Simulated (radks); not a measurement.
Task: The fluorine ion F+, 8 electrons, occupied as [He] 2s2 2p3 7p1 (not the ground configuration). All-electron calculation, non-relativistic Kohn-Sham, LDA (Slater exchange, Perdew-Wang correlation), spin-polarised, spherical densities, point nucleus; open shells are filled with parallel spins first. Program: a radial shooting solver on a logarithmic mesh with Libxc functionals. Some entries of the table are withheld. Estimate them.

orbital,occ.,eigenvalue (eV),<1/r> (bohr^-1)
1s up,1,(1),8.562
1s down,1,(2),8.589
2s up,1,(3),1.595
2s down,1,(4),1.540
2p up,3,-50.2886,1.494
2p down,0,-43.1160,1.430
7p up,1,-1.2228,(5)
7p down,0,-1.1345,(6)

Result: 
(1) 1s up eigenvalue (eV): -704.0790
(2) 1s down eigenvalue (eV): -700.7782
(3) 2s up eigenvalue (eV): -68.5362
(4) 2s down eigenvalue (eV): -61.7416
(5) 7p up <1/r> (bohr^-1): 0.05102
(6) 7p down <1/r> (bohr^-1): 0.05583
